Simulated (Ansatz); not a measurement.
The cluster Na5. The state is a doublet with charge 0. Geometry r2SCAN/def2-SVP, that of the charge +1 singlet; atoms count from 1.

```xyz
5

Na   -1.417    3.379    0.054
Na   -0.019   -0.018    0.012
Na   -1.750    1.558    2.854
Na    0.139   -3.233   -1.781
Na    3.047   -1.686   -1.140
```

The structure comes from a short search, and lower isomers may exist.

(1) Estimate the Mulliken populations from the PBE0/def2-TZVP orbitals of Ansatz.

(2) Where does the spin sit?

(3) And the Mayer bond orders between bonded heavy atoms (over 0.3)?

## Answers

(1) 
```csv
atom,charge (e),spin (α − β)
Na1,-0.06,0.19
Na2,0.23,0.22
Na3,-0.06,0.20
Na4,-0.06,0.20
Na5,-0.06,0.19
```
Mulliken values and Mayer orders depend strongly on the basis.

(2) Summed by element: Na 1.00, of 1 unpaired in all. Largest on single atoms: Na2 0.22, Na3 0.20, Na4 0.20.

(3) Na1–Na2 0.30 (3.67 Å); Na1–Na3 0.55 (3.36 Å); Na2–Na5 0.30 (3.68 Å); Na4–Na5 0.56 (3.36 Å).
